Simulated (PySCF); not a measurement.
Isomers of C6H11F2NSi, mass 163.063 u with the commonest isotopes. Method used: PBE0/pcSseg-1 in PySCF (dipole) on a GFN2-xTB geometry, gas phase. One conformer each, none proved a minimum here; rigid rotors.

Question: Order these by rotational constant B, largest first.
A. `[F:1][CH:2]([F:3])[C@@:4]1([N:5]2[CH2:6][CH2:7]2)[CH2:8][CH2:9][SiH2:10]1` with F1–C2–C4–N5 64°, C2–C4–N5–C6 167°, C4–N5–C6–C7 -112°, C2–C4–C8–C9 102°, C4–C8–C9–Si10 11°, C8–C9–Si10–C4 -9°
B. `[F:1][C@@H:2]1[CH2:3][CH2:4][NH:5][Si@@H:6]1[C@H:7]1[CH2:8][C@@H:9]1[F:10]` with N5–Si6–C7–C8 72°, F1–C2–C3–C4 -80°, C2–C3–C4–N5 -40°, C3–C4–N5–Si6 23°, C4–N5–Si6–C7 116°
C. `[F:1][C@@H:2]1[CH2:3][CH2:4][NH:5][Si@@H:6]1[C@@H:7]1[CH2:8][C@@H:9]1[F:10]` with N5–Si6–C7–C8 128°, F1–C2–C3–C4 -80°, C2–C3–C4–N5 -38°, C3–C4–N5–Si6 20°, C4–N5–Si6–C7 118°
D. `[H]/[N:10]=[C:9]1\[C@H:3]([SiH2:2][CH3:1])[CH2:4][C@@:5]1([F:6])[CH2:7][F:8]` with C1–Si2–C3–C4 53°, C4–C5–C7–F8 -45°

Answer: A (1106 MHz), C (754.6 MHz), D (702.6 MHz), B (637.8 MHz).

Question: Order these by out-of-plane moment Σ m c² = (Ia + Ib − Ic)/2, largest first.
A. `[F:1][CH:2]([F:3])[C@@:4]1([N:5]2[CH2:6][CH2:7]2)[CH2:8][CH2:9][SiH2:10]1` with F1–C2–C4–N5 64°, C2–C4–N5–C6 167°, C4–N5–C6–C7 -112°, C2–C4–C8–C9 102°, C4–C8–C9–Si10 11°, C8–C9–Si10–C4 -9°
B. `[F:1][C@@H:2]1[CH2:3][CH2:4][NH:5][Si@@H:6]1[C@@H:7]1[CH2:8][C@@H:9]1[F:10]` with N5–Si6–C7–C8 128°, F1–C2–C3–C4 -80°, C2–C3–C4–N5 -38°, C3–C4–N5–Si6 20°, C4–N5–Si6–C7 118°
C. `[H]/[N:10]=[C:9]1\[C@H:3]([SiH2:2][CH3:1])[CH2:4][C@@:5]1([F:6])[CH2:7][F:8]` with C1–Si2–C3–C4 53°, C4–C5–C7–F8 -45°
D. `[CH3:1][CH2:2][C@@H:3]1[C@@H:4]2[NH:5][SiH2:6][C@@:7]1([F:8])[C@@H:9]2[F:10]` with C1–C2–C3–C4 161°
E. `[F:1][C@@H:2]1[CH2:3][CH2:4][NH:5][Si@@H:6]1[C@H:7]1[CH2:8][C@@H:9]1[F:10]` with N5–Si6–C7–C8 72°, F1–C2–C3–C4 -80°, C2–C3–C4–N5 -40°, C3–C4–N5–Si6 23°, C4–N5–Si6–C7 116°

Answer: D (147.05 u·Å²), C (115.87 u·Å²), A (111.75 u·Å²), B (50.65 u·Å²), E (47.59 u·Å²).

Question: Order these by dipole moment, smallest first.
A. `[F:1][C@@H:2]1[CH2:3][CH2:4][NH:5][Si@@H:6]1[C@@H:7]1[CH2:8][C@@H:9]1[F:10]` with N5–Si6–C7–C8 128°, F1–C2–C3–C4 -80°, C2–C3–C4–N5 -38°, C3–C4–N5–Si6 20°, C4–N5–Si6–C7 118°
B. `[CH3:1][CH2:2][C@@H:3]1[C@@H:4]2[NH:5][SiH2:6][C@@:7]1([F:8])[C@@H:9]2[F:10]` with C1–C2–C3–C4 161°
C. `[H]/[N:10]=[C:9]1\[C@H:3]([SiH2:2][CH3:1])[CH2:4][C@@:5]1([F:6])[CH2:7][F:8]` with C1–Si2–C3–C4 53°, C4–C5–C7–F8 -45°
D. `[F:1][C@@H:2]1[CH2:3][CH2:4][NH:5][Si@@H:6]1[C@H:7]1[CH2:8][C@@H:9]1[F:10]` with N5–Si6–C7–C8 72°, F1–C2–C3–C4 -80°, C2–C3–C4–N5 -40°, C3–C4–N5–Si6 23°, C4–N5–Si6–C7 116°

Answer: A (0.11 D), C (2.77 D), D (2.94 D), B (3.13 D).

```
                                  SMILES  point group  Ia (u·Å²)  Ib (u·Å²)  Ic (u·Å²)      κ  μa (D)  μb (D)  μc (D)
      F[C@@H]1CCN[Si@@H]1[C@H]1C[C@@H]1F           C1     220.87     792.43     918.12  -0.90    1.59    2.40    0.60
     [H]/N=C1\[C@H]([SiH2]C)C[C@@]1(F)CF           C1     260.57     719.26     748.08  -0.96    1.95    0.88    1.76
             FC(F)[C@@]1(N2CC2)CC[SiH2]1           C1     361.63     457.08     595.20  -0.06    1.79    1.81    1.45
     F[C@@H]1CCN[Si@@H]1[C@@H]1C[C@@H]1F           C1     238.39     669.74     806.83  -0.83    0.07    0.07    0.03
CC[C@@H]1[C@@H]2N[SiH2][C@@]1(F)[C@@H]2F           C1     370.49     453.72     530.12  -0.22    0.13    2.82    1.36
```
